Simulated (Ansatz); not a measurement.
Compare A (`C[CH](C)[Ge][OH]`) with its isomer B (`CC(C)[O][GeH]`).

Program: Ansatz. Geometries: PBE0-D4/def2-TZVP. ΔE: electronic, gas phase. CBS: MP2 limit from def2 TZ/QZ plus the TZ coupled-cluster correction, frozen cores. DFT in def2-TZVPP. B3LYP here is the variant with VWN-RPA as its local correlation; programs differ in this. For Ge outer-core shells are correlated without core-valence functions, which leaves a few kJ/mol of doubt a bond. Scalar relativity is left out up to krypton. One conformer a species, not always the lowest.

**Question.** Which is lower in electronic energy at CCSD(T)/CBS, and by how much? (Estimate.)

**Answer.** The calculation gave: A, by 53.0 kJ/mol.

**Question.** Give E(B) − E(A) in kJ/mol with LDA (SPW92), B2PLYP, BLYP-D4, CCSD(T)/def2-SVP, ωB97M-V, B3LYP-D4, r2SCAN-D4. (An estimate is asked.)

**Answer.** Ansatz gave: LDA (SPW92) 46.0, B2PLYP 44.8, BLYP-D4 43.0, CCSD(T)/def2-SVP 25.0, ωB97M-V 47.2, B3LYP-D4 43.2, r2SCAN-D4 46.1. None reverses the order clearly.

**Question.** Does the order hold for the free energy at 298.15 K (harmonic terms from PBE0-D4)? (Estimate.)

**Answer.** Ansatz gave: Yes: G(B) − G(A) = +49.3 kJ/mol, for one conformer each. Modes under 60 cm⁻¹, often nearly free rotors, make the harmonic entropy too high.

Largest T1 diagnostic: 0.015.

Leaving LDA and LC-ωPBE aside and taking each functional with its dispersion term where it has one, the values, not all of them listed here, spread over 14.9 kJ/mol, from B97M-V to PBE-QIDH. At CCSD(T), def2-SVP lies −27.9 kJ/mol from the extrapolated value and def2-TZVPP −4.9 kJ/mol.
